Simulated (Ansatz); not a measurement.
Isolated molecules relaxed with PBE0-D4/def2-TZVP in Ansatz; ΔE leaves out vibrations. CCSD(T)/CBS adds triple-zeta CCSD(T) − MP2 to the extrapolated MP2 energy (def2 sets, frozen cores). This one scheme is used for every species. DFT in def2-TZVPP. B3LYP here is the variant with VWN-RPA as its local correlation; programs differ in this. Each species was taken in one conformer, which may not be the lowest.

Reaction (ligand exchange at a B–F bond): `COB(O)F` + HCl → `COB(O)Cl` + H–F

`COB(O)F`:

Z-matrix (Å, degrees):
```
C
O 1 1.414
H 1 1.092 2 108.7
H 1 1.092 2 108.8 3 -118.3
H 1 1.091 2 111.8 3 120.8
B 2 1.344 1 122.2 3 -121.5
F 6 1.336 2 117.4 1 -180.0
O 6 1.361 2 122.7 1 0.0
H 8 0.959 6 112.6 2 180.0
```

HCl:

Cartesian coordinates in Å:
```
Cl 0.541 0.099 0.327
H -0.541 -0.099 -0.327
```

`COB(O)Cl`:

Cartesian coordinates in Å:
```
C 0.740 -0.899 0.715
O -0.272 0.069 0.510
B -0.498 0.672 -0.677
O -1.483 1.590 -0.803
Cl 0.465 0.301 -2.114
H 0.685 -1.207 1.759
H 1.728 -0.482 0.511
H 0.585 -1.769 0.073
H -1.950 1.725 0.027
```

H–F:

Z-matrix (Å, degrees):
```
F
H 1 0.920
```

```csv
level,ΔE (kcal/mol)
B3LYP-D4,14.0
ωB97M-V,13.6
r2SCAN,13.8
MP2/CBS(def2),10.6
```

Problem. What does CCSD(T)/CBS give? (Estimate.)

Solution. The calculation gave: +12.4 kcal/mol. The listed levels differ from it by 1.6, 1.2, 1.4, -1.8 kcal/mol.

Largest T1 diagnostic among the species: 0.012.

In def2-TZVPP, CCSD(T) changes the Hartree–Fock value by −4.7 kcal/mol (the triples alone add −0.9 kcal/mol) and MP2 by −6.6 kcal/mol. The D4 term adds −1.4 kcal/mol with B3LYP and −0.7 kcal/mol with PBE0; it sums over pairs of atoms, weighted by their polarisabilities, and B3LYP, whose exchange is more repulsive, gets the larger term.
